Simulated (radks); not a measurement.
Q: All-electron atom: Br XV in [Ar] 3d2 4s1 (not the ground configuration). Method: Dirac Kohn-Sham, LDA (Slater exchange, Perdew-Wang correlation), spin-unpolarised, spherical densities, point nucleus; open shells are shared between the two j in proportion to 2j + 1; computed with a radial shooting solver on a logarithmic mesh with Libxc functionals. Some entries of the table are withheld. Estimate them.

orbital  occ.  eigenvalue (hartree)  <1/r> (bohr^-1)
1s1/2       2                   (1)            35.61
2s1/2       2             -81.02275              (2)
2p1/2       2             -74.79511              (3)
2p3/2       4             -73.04680              (4)
3s1/2       2             -23.54807            2.884
3p1/2       2                   (5)              (6)
3p3/2       4                   (7)              (8)
3d3/2     0.8             -17.53037            2.602
3d5/2     1.2             -17.46692            2.588
4s1/2       1             -10.45879            1.350

A: 
(1) 1s1/2 eigenvalue (hartree): -505.7511
(2) 2s1/2 <1/r> (bohr^-1): 7.971
(3) 2p1/2 <1/r> (bohr^-1): 7.935
(4) 2p3/2 <1/r> (bohr^-1): 7.677
(5) 3p1/2 eigenvalue (hartree): -21.39396
(6) 3p1/2 <1/r> (bohr^-1): 2.809
(7) 3p3/2 eigenvalue (hartree): -21.06531
(8) 3p3/2 <1/r> (bohr^-1): 2.748
